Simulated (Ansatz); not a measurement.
CH$_{2}$F (SMILES [CH2]F), doublet, at a GFN2-xTB geometry; CCSD(T)/cc-pVDZ run with Ansatz (a quantum-chemistry and plane-wave program).

Ansatz was given this input:
Ansatz 0.2 input:
```yaml
crystal:
  periodic: [false, false, false]
  atoms:
    - {symbol: C, position_ang: [0.00052334, 0.46021569, 0.46078947]}
    - {symbol: F, position_ang: [-0.00116407, -0.45465534, -0.50735425]}
    - {symbol: H, position_ang: [-0.95081668, 0.65452567, 0.91257266]}
    - {symbol: H, position_ang: [0.95815328, 0.67607827, 0.88887881]}
basis:
  gaussian:
    orbitals: cc-pVDZ
magnetization: {spin_polarized: true, initial_magnetization: 1}
correlation: {method: ccsd_t, electrons: outside_noble_gas}
accuracy: high
```

What the program printed (banner, timings and long lists left out):

```
Functional definition: HF
781 factors; integrals over basis functions are off by at most 3.1e-9 eV
mean field evaluation 1: about -3765.4737 eV, gradient 1.2e1 eV
mean field evaluation 2: about -3765.5469 eV, gradient 1.2e1 eV
mean field evaluation 4: about -3766.3428 eV, gradient 2.2e0 eV
mean field evaluation 8: about -3766.3836 eV, gradient 9.5e-2 eV
mean field evaluation 16: about -3766.3838 eV, gradient 2.5e-7 eV
mean field -3766.38375981 eV, -138.4120502263 hartree, gradient 1.7e-8 eV, S^2 0.761158; 0 other end points of the search recorded, 0 dependent functions left out
2 core orbitals not correlated
reference -3766.38375981 eV, -138.4120502263 hartree; 7, 6 occupied and 29, 30 virtual orbitals, 781 factors
second order -8.27008240 eV of doubles, -0.00000000 eV of singles
cycle   1  -8.55019000 eV  change   -2.8e-1 eV  update   6.4e-2
cycle   2  -8.76221120 eV  change   -2.1e-1 eV  update   2.0e-2
cycle   3  -8.82471884 eV  change   -6.3e-2 eV  update   1.3e-2
cycle   4  -8.82220346 eV  change    2.5e-3 eV  update   4.5e-3
cycle   5  -8.82257461 eV  change   -3.7e-4 eV  update   1.6e-3
cycle   6  -8.82284990 eV  change   -2.8e-4 eV  update   5.0e-4
cycle   7  -8.82271634 eV  change    1.3e-4 eV  update   1.5e-4
cycle   8  -8.82272420 eV  change   -7.9e-6 eV  update   6.9e-5
cycle   9  -8.82272444 eV  change   -2.4e-7 eV  update   2.0e-5
cycle  10  -8.82271625 eV  change    8.2e-6 eV  update   7.9e-6
cycle  11  -8.82271929 eV  change   -3.0e-6 eV  update   2.9e-6
cycle  12  -8.82271952 eV  change   -2.3e-7 eV  update   1.0e-6
cycle  13  -8.82271975 eV  change   -2.3e-7 eV  update   3.6e-7
cycle  14  -8.82271957 eV  change    1.8e-7 eV  update   1.6e-7
cycle  15  -8.82271952 eV  change    4.6e-8 eV  update   8.1e-8
cycle  16  -8.82271953 eV  change   -6.5e-9 eV  update   3.2e-8
cycle  17  -8.82271954 eV  change   -1.7e-8 eV  update   1.8e-8
cycle  18  -8.82271925 eV  change    3.0e-7 eV  update   6.0e-8
cycle  19  -8.82271924 eV  change    4.1e-9 eV  update   1.5e-8
cycle  20  -8.82271924 eV  change    7.6e-9 eV  update   4.0e-9
cycle  21  -8.82271924 eV  change   5.6e-10 eV  update   1.4e-9
perturbative correction -0.16163186 eV, -0.0059398613 hartree
Total energy: -3775.36811090 eV, -138.7422190393 hartree
```
